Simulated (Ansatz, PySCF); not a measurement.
Species: CH₄FSi, charge 0, multiplicity 2. It need not be the lowest isomer of its formula. 
Geometry from a B3LYP-D3(BJ)/def2-TZVP (Ansatz, a quantum-chemistry and plane-wave program) optimisation:
SMILES: [SiH2](F)[CH2]
```xyz
7

Si     0.2837     0.2552     0.2887
C     -1.5465     0.2474     0.1904
F      0.8877    -0.7714    -0.7932
H      0.8146     1.6035    -0.0039
H      0.7655    -0.2054     1.6114
H     -2.1388     1.1527     0.2620
H     -2.1228    -0.6653     0.0848
```
Charge 0, spin multiplicity 2.

Dipole moments at this geometry, in debye (magnitudes).

```json
[
 {"level": "HF/def2-TZVPD", "program": "PySCF", "dipole (D)": "1.88"},
 {"level": "SVWN5/def2-TZVPD", "program": "Ansatz", "dipole (D)": "…"},
 {"level": "PBE/def2-TZVPD", "program": "Ansatz", "dipole (D)": "1.67"},
 {"level": "TPSS/def2-TZVPD", "program": "PySCF", "dipole (D)": "1.66"},
 {"level": "B3LYP/def2-TZVPD", "program": "Ansatz", "dipole (D)": "1.75"},
 {"level": "PBE0/def2-TZVPD", "program": "Ansatz", "dipole (D)": "1.77"},
 {"level": "BHLYP/def2-TZVPD", "program": "Ansatz", "dipole (D)": "1.83"},
 {"level": "TPSSh/def2-TZVPD", "program": "PySCF", "dipole (D)": "1.70"},
 {"level": "r2SCANh/def2-TZVPD", "program": "Ansatz", "dipole (D)": "1.74"},
 {"level": "PW6B95/def2-TZVPD", "program": "PySCF", "dipole (D)": "1.77"},
 {"level": "M06-2X/def2-TZVPD", "program": "PySCF", "dipole (D)": "1.79"},
 {"level": "HSE06/def2-TZVPD", "program": "Ansatz", "dipole (D)": "1.76"},
 {"level": "CCSD(T)/aug-cc-pV(D+d)Z", "program": "Ansatz", "dipole (D)": "…"}
]
```

Q: Fill in the missing entries.

A: 
- SVWN5/def2-TZVPD, dipole (D): 1.71
- CCSD(T)/aug-cc-pV(D+d)Z, dipole (D): 1.74
